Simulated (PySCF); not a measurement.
**Checking a proposed structure**

A compound C4H5FO2Si gives the data below (simulated from a calculation) and was assigned the structure `O=C1OCC=C1[SiH2]F`.

$^{13}$C{$^{1}$H} NMR (computed): δ 143.2 (CH), 132.0 (CH), 99.3 (CH), 89.2 (C).

$^{1}$H NMR (500 MHz, computed): δ 6.56 (m, 1H), 5.95 (m, 1H), 5.13 (d, 1H), 1.81 (d, 1H), 1.43 (br s, 1H).

Level of theory: structure optimised with GFN2-xTB, shielding tensors at PBE0/pcSseg-1 (GIAO), in PySCF 2.14 (no solvent, single conformer, non-relativistic Hamiltonian).

References, each an isolated molecule treated in the same way: $^{1}$H and $^{13}$C vs TMS.

Q: Compare with the shifts computed for the proposed structure, pairing carbons in order of shift.

A: Structure with atom numbers: `[O:1]=[C:2]1[O:3][CH2:4][CH:5]=[C:6]1[SiH2:7][F:8]`. Hydrogens are named by the atom that carries them.

```tsv
atom	computed for proposal	given list	difference
C2	178.9	143.2	+35.7
C5	171.8	132.0	+39.8
C6	139.2	99.3	+39.9
C4	77.5	89.2	-11.7
```

The rms difference is 33.8 ppm and the largest +39.9 ppm at C6 (α carbon of a C=C–C=O unit). The carbon types in order of shift don't match either: C, CH, C, CH2 for the proposal against CH, CH, CH, C in the data. The proposal doesn't fit.

Q: Which isomer fits?

A: `C(=C/O[Si@@H](C#C)O)/F`.

1. Carbon types of the structure: 1 × C, 3 × CH, leaving 2 H on heteroatoms.
2. δC 143.2: β carbon of an enol-ether or enamine type C=C.
3. δC 132.0: alkene carbon bearing oxygen; as expected for a trigonal carbon in a double bond.
4. δC 99.3: terminal alkyne carbon; the triple bond shields along its axis, which puts it between sp3 and sp2 carbons.
5. δC 89.2: alkyne carbon; the triple bond shields along its axis, which puts it between sp3 and sp2 carbons.

The data come from this structure; uniqueness wasn't tested.

OH and NH positions are those of a molecule without intermolecular hydrogen bonds; in solution they move with solvent, concentration and temperature, and exchange usually removes their couplings. Splittings by $^{19}$F in the carbon and heteronuclear signals aren't shown, as no couplings were computed. Shifts are as computed. Against solution values, carbons near 30 ppm lie about +3 ppm off and those near 130 ppm about +5 ppm. Of 1211 compounds with measured shifts, 218 miss one by over three times the rms of a fit or turn the order of signals round; such compounds aren't used in these exercises. Multiplicities follow the n + 1 count of equivalent neighbours, as no J values were calculated; m marks all less simple cases, F and P coupling included.
